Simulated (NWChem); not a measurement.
System: C4H4N2; SMILES N#CCCC#N

The following NWChem deck was run.

```
start job
memory heap 200 mb stack 900 mb global 1100 mb
geometry units angstroms noautosym nocenter noautoz
  N     -0.192586     2.983362     0.000000
  C      0.171908     1.881944     0.000000
  C      0.607102     0.482494     0.000000
  C     -0.607102    -0.482494     0.000000
  C     -0.171908    -1.881944     0.000000
  N      0.192586    -2.983362     0.000000
  H      1.231432     0.301184    -0.881583
  H      1.231432     0.301184     0.881583
  H     -1.231432    -0.301184     0.881583
  H     -1.231432    -0.301184    -0.881583
end
basis spherical
  * library 6-31g*
end
dft
  xc b3lyp
  iterations 150
end
cosmo
  do_cosmo_smd true
  solvent water
end
task dft energy
```

NWChem printed, in part:

```
             Northwest Computational Chemistry Package (NWChem) 7.3.0
             --------------------------------------------------------

                             Geometry "geometry" -> ""
                             -------------------------

 Output coordinates in angstroms (scale by  1.889725989 to convert to a.u.)

  No.       Tag          Charge          X              Y              Z
 ---- ---------------- ---------- -------------- -------------- --------------
    1 N                    7.0000    -0.19258600     2.98336200     0.00000000
    2 C                    6.0000     0.17190800     1.88194400     0.00000000
    3 C                    6.0000     0.60710200     0.48249400     0.00000000
    4 C                    6.0000    -0.60710200    -0.48249400     0.00000000
    5 C                    6.0000    -0.17190800    -1.88194400     0.00000000
    6 N                    7.0000     0.19258600    -2.98336200     0.00000000
    7 H                    1.0000     1.23143200     0.30118400    -0.88158300
    8 H                    1.0000     1.23143200     0.30118400     0.88158300
    9 H                    1.0000    -1.23143200    -0.30118400     0.88158300
   10 H                    1.0000    -1.23143200    -0.30118400    -0.88158300

 Effective nuclear repulsion energy (a.u.)     178.3878428485

                                 NWChem DFT Module
                                 -----------------

 Summary of "ao basis" -> "ao basis" (spherical)
 ------------------------------------------------------------------------------
       Tag                 Description            Shells   Functions and Types
 ---------------- ------------------------------  ------  ---------------------
 N                           6-31g*                  6       14   3s2p1d
 C                           6-31g*                  6       14   3s2p1d
 H                           6-31g*                  2        2   2s

 in cosmo_initialize ...
 calling solv_data for solv:h2o

 solvent parameters
 solvname_short: h2o
 solvname_long:  water
 dielec:       78.4000
 dielecinf:     1.7769
 aqueous SMD model solvent descriptors
 dielec:       78.4000
 sola:          0.8200

          ---------------
          -cosmo- solvent
          ---------------
 Cosmo: York-Karplus, doi: 10.1021/jp992097l
 dielectric constant -eps-     =  78.40
 screen = (eps-1)/(eps    )    =   0.98724
 surface charge correction     = lagrangian

   van der Waals surface
 --------------------------

 ---------- ATOMIC COORDINATES (A.U.) ------------ VDWR(ANG.) --
     1   -0.36393477    5.63773670    0.00000000     1.890
     2    0.32485902    3.55635849    0.00000000     1.850
     3    1.14725643    0.91178145    0.00000000     1.850
     4   -1.14725643   -0.91178145    0.00000000     1.850
     5   -0.32485902   -3.55635849    0.00000000     1.850
     6    0.36393477   -5.63773670    0.00000000     1.890
     7    2.32706905    0.56915523   -1.66595031     1.200
     8    2.32706905    0.56915523    1.66595031     1.200
     9   -2.32706905   -0.56915523    1.66595031     1.200
    10   -2.32706905   -0.56915523   -1.66595031     1.200
 number of segments per atom =        128
 number of   points per atom =        128
 atom (   nspa,  nppa )
 ----------------------
    1 (     92,     0 )       0
    2 (     50,     0 )       0
    3 (     36,     0 )       0
    4 (     36,     0 )       0
    5 (     50,     0 )       0
    6 (     92,     0 )       0
    7 (     55,     0 )       0
    8 (     55,     0 )       0
    9 (     55,     0 )       0
   10 (     55,     0 )       0
 number of -cosmo- surface points =      576
 molecular surface =    130.166 angstrom**2
 molecular volume  =    102.367 angstrom**3
 -lineq- algorithm             =   0
 -bem- low  level              =   3
 -bem- from -octahedral-
 gaussian surface charge width =   4.50000
 degree of switching           =   1.00000
 switching function tolerance  =   0.00010
 atomic radii =
 --------------
    1  7.000  1.890
    2  6.000  1.850
    3  6.000  1.850
    4  6.000  1.850
    5  6.000  1.850
    6  7.000  1.890
    7  1.000  1.200
    8  1.000  1.200
    9  1.000  1.200
   10  1.000  1.200
 ...... end of -cosmo- initialization ......

 nat:                    10
 ixmem:                  5529
 calling mnsol_interface()
 G(SMD-CDS) energy (kcal/mol)  =     5.921
 SMD-CDS SASA (angstrom**2)    =   147.718

            General Information
            -------------------
          SCF calculation type: DFT
          Wavefunction type:  closed shell.
          No. of atoms     :    10
          No. of electrons :    42
           Alpha electrons :    21
            Beta electrons :    21
          Charge           :     0
          Spin multiplicity:     1
          Use of symmetry is: off; symmetry adaption is: off
          Maximum number of iterations: 150
          AO basis - number of functions:    92
                     number of shells:    44
          Convergence on energy requested:  1.00D-06
          Convergence on density requested:  1.00D-05
          Convergence on gradient requested:  5.00D-04

              XC Information
              --------------
                         B3LYP Method XC Potential
                     Hartree-Fock (Exact) Exchange  0.200
                        Slater Exchange Functional  0.800 local
                    Becke 1988 Exchange Functional  0.720 non-local
              Lee-Yang-Parr Correlation Functional  0.810
                  VWN I RPA Correlation Functional  0.190 local

             Grid Information
             ----------------
          Grid used for XC integration:  medium
          Radial quadrature: Mura-Knowles
          Angular quadrature: Lebedev.
          Tag              B.-S. Rad. Rad. Pts. Rad. Cut. Ang. Pts.
          ---              ---------- --------- --------- ---------
          N                   0.65       49          13.0       434
          C                   0.70       49          11.0       434
          H                   0.35       45           9.0       434
          Grid pruning is: on
          Number of quadrature shells:   474
          Spatial weights used:  Erf1

      Superposition of Atomic Density Guess
      -------------------------------------

 Sum of atomic energies:        -261.22142324

      Non-variational initial energy
      ------------------------------

 Total energy =    -264.253196
 1-e energy   =    -705.023755
 2-e energy   =     262.382717
 HOMO         =      -0.382865
 LUMO         =       0.035423

   convergence    iter        energy       DeltaE   RMS-Dens  Diis-err
 ---------------- ----- ----------------- --------- --------- ---------
     COSMO gas phase
 d= 0,ls=0.0,diis     1   -264.0970019918 -4.42D+02  2.83D-02  1.44D+00
 d= 0,ls=0.0,diis     2   -263.3222545246  7.75D-01  2.05D-02  8.03D+00
 d= 0,ls=0.0,diis     3   -264.2913523477 -9.69D-01  1.73D-03  2.89D-02
 d= 0,ls=0.0,diis     4   -264.2935538047 -2.20D-03  7.03D-04  8.31D-03
 d= 0,ls=0.0,diis     5   -264.2945747090 -1.02D-03  1.24D-04  3.22D-04
  Resetting Diis
 d= 0,ls=0.0,diis     6   -264.2946126632 -3.80D-05  3.85D-05  1.26D-05
 d= 0,ls=0.0,diis     7   -264.2946142705 -1.61D-06  2.41D-05  1.02D-06
 d= 0,ls=0.0,diis     8   -264.2946136716  5.99D-07  1.54D-05  6.44D-06
 d= 0,ls=0.0,diis     9   -264.2946143914 -7.20D-07  1.41D-06  3.21D-08

   convergence    iter        energy       DeltaE   RMS-Dens  Diis-err
 ---------------- ----- ----------------- --------- --------- ---------
     COSMO solvation phase
 d= 0,ls=0.0,diis     1   -264.3019874740 -7.37D-03  3.25D-03  1.24D-02
 d= 0,ls=0.0,diis     2   -264.2999811156  2.01D-03  1.38D-03  5.60D-02
 d= 0,ls=0.0,diis     3   -264.3061406608 -6.16D-03  5.82D-04  4.66D-04
 d= 0,ls=0.0,diis     4   -264.3062020026 -6.13D-05  4.44D-05  6.48D-06
 d= 0,ls=0.0,diis     5   -264.3062025268 -5.24D-07  1.44D-05  3.79D-06
 d= 0,ls=0.0,diis     6   -264.3062029949 -4.68D-07  2.76D-06  8.58D-08

         Total DFT energy =     -264.306202994920
      One electron energy =     -707.284934778190
           Coulomb energy =      302.319489799265
    Exchange-Corr. energy =      -36.898196974986
 Nuclear repulsion energy =      178.387842848473

             COSMO energy =       -0.830403889482

 Numeric. integr. density =       41.999985913422

                                COSMO-SMD solvation results
                                ---------------------------

             internal energy in gas <Psi(g)|H|Psi(g)> =      -264.294614391402
         internal energy in solvent <Psi(s)|H|Psi(s)> =      -264.289290025244
                               delta internal energy  =         0.005324366159 (    3.34 kcal/mol)
   total free energy in solvent <Psi(s)|H+V/2|Psi(s)> =      -264.315639269838
 polarization energy contribution <Psi(s)|V/2|Psi(s)> =        -0.026349244595 (  -16.53 kcal/mol)
    total free energy in solvent including G(SMD-CDS) =      -264.306202994920
                       G(SMD-CDS) energy contribution =         0.009436274918 (    5.92 kcal/mol)
     1 M fixed-concentration free energy of solvation =        -0.011588603518 (   -7.27 kcal/mol)

                       DFT Final Molecular Orbital Analysis
                       ------------------------------------

 Vector   19  Occ=2.000000D+00  E=-3.386468D-01
              MO Center= -1.4D-08, -2.7D-07,  1.4D-09, r^2= 7.1D+00
   Bfn.  Coefficient  Atom+Function         Bfn.  Coefficient  Atom+Function
  ----- ------------  ---------------      ----- ------------  ---------------
     5      0.328854   1 N  pz               75      0.328854   6 N  pz
    19      0.264116   2 C  pz               61      0.264116   5 C  pz
     9      0.200888   1 N  pz               79      0.200888   6 N  pz
    23      0.146203   2 C  pz               65      0.146203   5 C  pz
    33     -0.103513   3 C  pz               47     -0.103513   4 C  pz

 Vector   20  Occ=2.000000D+00  E=-3.322148D-01
              MO Center=  1.5D-08,  2.7D-07,  7.5D-09, r^2= 6.2D+00
   Bfn.  Coefficient  Atom+Function         Bfn.  Coefficient  Atom+Function
  ----- ------------  ---------------      ----- ------------  ---------------
     5      0.297113   1 N  pz               75     -0.297113   6 N  pz
    19      0.220753   2 C  pz               61     -0.220753   5 C  pz
     9      0.182248   1 N  pz               79     -0.182248   6 N  pz
    33     -0.173354   3 C  pz               47      0.173354   4 C  pz
    23      0.132124   2 C  pz               65     -0.132124   5 C  pz

 Vector   21  Occ=2.000000D+00  E=-3.306618D-01
              MO Center=  1.2D-09,  7.8D-08, -2.0D-09, r^2= 6.5D+00
   Bfn.  Coefficient  Atom+Function         Bfn.  Coefficient  Atom+Function
  ----- ------------  ---------------      ----- ------------  ---------------
     3      0.307535   1 N  px               73     -0.307535   6 N  px
    17      0.214769   2 C  px               59     -0.214768   5 C  px
     7      0.192997   1 N  px               77     -0.192997   6 N  px
    31     -0.176359   3 C  px               45      0.176359   4 C  px
    21      0.125091   2 C  px               63     -0.125091   5 C  px

 Vector   22  Occ=0.000000D+00  E= 8.953759D-03
              MO Center= -6.7D-10, -8.8D-09, -1.6D-09, r^2= 6.3D+00
   Bfn.  Coefficient  Atom+Function         Bfn.  Coefficient  Atom+Function
  ----- ------------  ---------------      ----- ------------  ---------------
    34      0.401188   3 C  s                48     -0.401188   4 C  s
     7      0.367664   1 N  px               77      0.367664   6 N  px
    17     -0.304754   2 C  px               59     -0.304754   5 C  px
     3      0.301010   1 N  px               73      0.301010   6 N  px
    35     -0.298931   3 C  px               49     -0.298931   4 C  px

 Vector   23  Occ=0.000000D+00  E= 1.881744D-02
              MO Center= -2.4D-09, -1.7D-08,  2.1D-09, r^2= 6.4D+00
   Bfn.  Coefficient  Atom+Function         Bfn.  Coefficient  Atom+Function
  ----- ------------  ---------------      ----- ------------  ---------------
     9      0.371621   1 N  pz               79     -0.371621   6 N  pz
    23     -0.362102   2 C  pz               65      0.362102   5 C  pz
    86     -0.349772   7 H  s                88      0.349772   8 H  s
    90     -0.349772   9 H  s                92      0.349772  10 H  s
     5      0.304930   1 N  pz               75     -0.304930   6 N  pz

 Vector   24  Occ=0.000000D+00  E= 3.379513D-02
              MO Center= -8.2D-11,  8.6D-09,  1.6D-09, r^2= 6.0D+00
   Bfn.  Coefficient  Atom+Function         Bfn.  Coefficient  Atom+Function
  ----- ------------  ---------------      ----- ------------  ---------------
    34      0.643096   3 C  s                48      0.643096   4 C  s
    20     -0.519577   2 C  s                62     -0.519577   5 C  s
    21      0.337810   2 C  px               63     -0.337810   5 C  px
    86     -0.327725   7 H  s                88     -0.327725   8 H  s
    90     -0.327725   9 H  s                92     -0.327725  10 H  s

     Multipole analysis of the density
     ---------------------------------

     L   x y z        total         alpha         beta         nuclear
     -   - - -        -----         -----         ----         -------
     0   0 0 0     -0.000000    -21.000000    -21.000000     42.000000

     1   1 0 0     -0.000000     -0.000000     -0.000000      0.000000
     1   0 1 0      0.000000      0.000000      0.000000     -0.000000
     1   0 0 1      0.000000      0.000000      0.000000      0.000000

     2   2 0 0    -23.250603    -31.913326    -31.913326     40.576049
     2   1 1 0      3.411583      0.211070      0.211070      2.989443
     2   1 0 1      0.000000      0.000000      0.000000      0.000000
     2   0 2 0    -50.015588   -329.018382   -329.018382    608.021176
     2   0 1 1      0.000000      0.000000      0.000000      0.000000
     2   0 0 2    -23.855686    -17.478624    -17.478624     11.101562
```

Level: B3LYP/6-31G* (spherical d), SMD on the gas-phase geometry. Coordinates come from a B3LYP/6-31G* (spherical d) optimisation. Solvent: water.
